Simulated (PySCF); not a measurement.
Point groups of optimised structures. Level of theory: PBE0-D3(BJ)/def2-SVP geometry optimisation, gas phase (PySCF). The symmetry is that of the one conformer found, every atom within 0.08 Å of its image; none is proved a minimum here.

**Question.** Point group, rotor type and polarity of `[CH3:1][C:2]1=[N:3][N:4]([C:5]([NH2:6])=[O:7])[B:8]([OH:9])[c:10]2[cH:11][cH:12][s:13][c:14]21` with N3–N4–C5–N6 0°, N4–C5–N6–H 0° and 180°, N4–B8–O9–H 0°, H–C1–C2–N3 0° (nearest H)?

**Answer.** Cs; asymmetric top; symmetry number 1; 2 operations, which sort the 22 atoms into 21 sets; dipole 3.75 D, in the ab plane, which is the mirror; heavy atoms equivalent by symmetry: none.

**Question.** `[Cl:1][CH2:2][C:3]1=[CH:4][CH2:5]1` with Cl1–C2–C3–C4 0°: symmetry, top, dipole?

**Answer.** Cs; near-prolate asymmetric top; symmetry number 1; 2 operations, which sort the 10 atoms into 8 sets; dipole 1.27 D, in the ab plane, which is the mirror; heavy atoms equivalent by symmetry: none.

**Question.** `[Cl:1][C@H:2]1[C@H:3]2[CH2:4][C@@H:5]12`: symmetry, top, dipole?

**Answer.** Cs; near-prolate asymmetric top; symmetry number 1; 2 operations, which sort the 10 atoms into 8 sets; dipole 2.74 D, in the ab plane, which is the mirror; heavy atoms equivalent by symmetry: C3/C5.

**Question.** Point group, rotor type and polarity of `[CH3:1][C@H:2]1[CH2:3][C:4]12[CH2:5][CH2:6][CH2:7][CH2:8][CH2:9]2` with C1–C2–C3–C4 113°, C2–C3–C4–C5 -111°, C3–C4–C5–C6 -89°, C4–C5–C6–C7 -54°?

**Answer.** C1; asymmetric top; symmetry number 1; this conformer is chiral (no improper operation); dipole 0.11 D.

**Question.** What symmetry has `[CH2:1]=[C:2]([CH3:3])[C:4](=[CH2:5])[C:6]([CH3:7])([CH3:8])[CH3:9]` with C1–C2–C4–C5 97°?

**Answer.** C1; asymmetric top; symmetry number 1; this conformer is chiral (no improper operation); dipole 0.46 D.

**Question.** What symmetry has `[F][Sr]` [radical]?

**Answer.** C∞v; linear; symmetry number 1; dipole 3.30 D, along the axis.
